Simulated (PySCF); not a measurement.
Diatomic cations of Be with group 13

MP2 with triple-zeta basis sets in PySCF, for the lowest determinant that a PBE0 search found; no spin–orbit coupling. De refers to high-spin ground-configuration atoms (the charge goes to the atom of lower measured ionisation energy or higher electron affinity, which is not always the lowest computed limit).

```csv
M,basis,"reference, frozen orbitals",charged atom,state (unpaired electrons),Re (Å),ωe (cm⁻¹),De (eV)
B,def2-TZVP,"RHF, 1",B+,singlet (closed shell),2.222,474,1.72
Al,def2-TZVP,"RHF, 5",Al+,singlet (closed shell),2.871,241,0.58
Ga,pcseg-2,"RHF, 9",Ga+,singlet (closed shell),2.798,234,0.65
```

The shortest bond is that of BeB⁺ (2.222 Å), the longest that of BeAl⁺ (2.871 Å).

The rows differ in basis set, which adds steps of its own.

Down a group the atoms grow and get heavier, so bonds lengthen and wavenumbers fall; the exceptions here are the shorter bond at Ga.

Correlated steps freeze the inner cores (1 to 9 orbitals); shallow outer-core shells are correlated. For an ion De counts to the pair picked by the measured ionisation energies or electron affinities, which need not be the lowest pair at this level.
